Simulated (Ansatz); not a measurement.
`[SiH3]C1=CC1` + `C=C[SiH2]N` → `N[SiH2][SiH3]` + `C=CC1=CC1`  (formal exchange of groups at the Si–C bond)

Computed with Ansatz on PBE0-D4/def2-TZVP structures; ΔE is electronic, products minus reactants. CCSD(T)/CBS adds triple-zeta CCSD(T) − MP2 to the extrapolated MP2 energy (def2 sets, frozen cores). This one scheme is used for every species. DFT in def2-TZVPP. B3LYP here is the variant with VWN-RPA as its local correlation; programs differ in this. HSE06 is defined as in plane-wave codes. One conformer a species, not always the lowest.

`[SiH3]C1=CC1`:

```xyz
10

Si   -0.888    1.040    0.960
C     0.111    0.032   -0.200
C     0.811   -0.118   -1.281
C     0.686   -1.352   -0.475
H    -1.007    2.436    0.465
H    -2.241    0.441    1.091
H    -0.239    1.039    2.296
H     1.220    0.330   -2.172
H     0.016   -2.147   -0.801
H     1.531   -1.701    0.118
```

`C=C[SiH2]N`:

Z-matrix (Å, degrees):
```
Si
C 1 1.865
N 1 1.715 2 114.9
H 1 1.488 2 108.4 3 -120.8
H 1 1.488 2 108.4 3 120.8
C 2 1.330 1 123.1 3 0.1
H 2 1.091 1 118.8 3 -179.9
H 3 1.006 1 121.5 2 75.9
H 3 1.006 1 121.5 2 -76.3
H 6 1.087 2 122.6 1 180.0
H 6 1.087 2 121.2 1 -0.0
```

`N[SiH2][SiH3]`:

Cartesian coordinates in Å:
```
N -0.502 -0.446 1.659
Si -0.860 0.164 0.086
Si 1.125 0.257 -1.150
H 0.030 -1.296 1.753
H -1.194 -0.378 2.388
H -1.439 1.525 0.257
H -1.861 -0.625 -0.701
H 1.787 -1.079 -1.155
H 2.078 1.244 -0.575
H 0.837 0.635 -2.561
```

`C=CC1=CC1`:

```xyz
11

C    -0.908   -1.734    0.145
C    -1.114   -0.449   -0.143
C    -0.069    0.524   -0.114
C     0.368    1.735   -0.255
C     1.392    0.722    0.147
H     0.080   -2.090    0.415
H    -1.714   -2.457    0.117
H    -2.107   -0.098   -0.413
H     0.190    2.771   -0.487
H     2.121    0.371   -0.586
H     1.761    0.705    1.174
```

```json
{"level": "PBE-D4", "ΔE (eV)": "0.05"}
{"level": "B3LYP-D4", "ΔE (eV)": "0.21"}
{"level": "HSE06-D4", "ΔE (eV)": "0.11"}
{"level": "BHLYP-D4", "ΔE (eV)": "0.28"}
{"level": "CAM-B3LYP-D4", "ΔE (eV)": "0.27"}
{"level": "B3LYP", "ΔE (eV)": "0.20"}
{"level": "SCS-MP2/def2-TZVPP", "ΔE (eV)": "0.35"}
{"level": "CCSD(T)/def2-TZVPP", "ΔE (eV)": "0.29"}
```

Problem. What does CCSD(T)/CBS give? (An estimate is asked.)

Solution. The calculation gave: +0.30 eV. The listed levels differ from it by -0.25, -0.09, -0.19, -0.02, -0.03, -0.10, 0.05, -0.01 eV.

Largest T1 diagnostic among the species: 0.011.

From r2SCAN to r2SCAN0 (25 % exact exchange), in def2-TZVPP and without D4, ΔE moves by +0.03 eV. In def2-TZVPP, CCSD(T) changes the Hartree–Fock value by −0.09 eV (the triples alone add −0.02 eV) and MP2 by −0.04 eV.
